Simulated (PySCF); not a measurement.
Isolated molecule, relativity neglected, single conformer, fast rotation and ring inversion assumed for equivalent nuclei. Geometry from GFN2-xTB; PBE0/pcSseg-1 with gauge-including orbitals; PySCF 2.14.

Referencing at the same level of theory: 1H (σref 31.72), 13C (σref 186.93) vs TMS. Shifts are as computed. Against solution values, carbons near 30 ppm lie about +3 ppm off and those near 130 ppm about +5 ppm; carbons on Cl a further +6 ppm. Of 1211 compounds with measured shifts, 218 miss one by over three times the rms of a fit or turn the order of signals round; such compounds aren't used in these exercises. Carbons bonded to Cl come out too deshielded.

**Question.** Order these molecules by the shift of their most deshielded carbon-bound hydrogen, lowest δ first.
A. CO[C@@H](C)[C@@](C)(F)C(=O)Cl
B. C#CC(C#C)C#C
C. C[Si](C)(C)C(F)F

**Answer.** A (3.78 ppm, hydrogen on an sp3 CH bonded to O), B (4.35 ppm, hydrogen on a propargylic sp3 CH), C (6.16 ppm, hydrogen on an sp3 CH bonded to 2 F and Si).

**Question.** Order these molecules by the shift of their most shielded carbon-bound hydrogen, lowest δ first.
A. C[Si](C)(C)C(F)F
B. CO[C@@H](C)[C@@](C)(F)C(=O)Cl
C. C#CC(C#C)C#C

**Answer.** A (0.17 ppm, hydrogen on a methyl carbon bonded to Si), B (0.98 ppm, hydrogen on a methyl carbon), C (1.73 ppm, hydrogen on a terminal alkyne carbon).

**Question.** How many 13C and 1H signals does each give (equivalence by symmetry and fast rotation, but not about amide C–N or C=N bonds)? `CO[C@@H](C)[C@@](C)(F)C(=O)Cl`, `C[Si](C)(C)C(F)F`, `C#CC(C#C)C#C`, `CO[C@@H]1[C@H](C)C[C@]1(F)C(=O)Cl`

**Answer.** CO[C@@H](C)[C@@](C)(F)C(=O)Cl: 6 C, 4 H; C[Si](C)(C)C(F)F: 2 C, 2 H; C#CC(C#C)C#C: 3 C, 2 H; CO[C@@H]1[C@H](C)C[C@]1(F)C(=O)Cl: 7 C, 6 H.
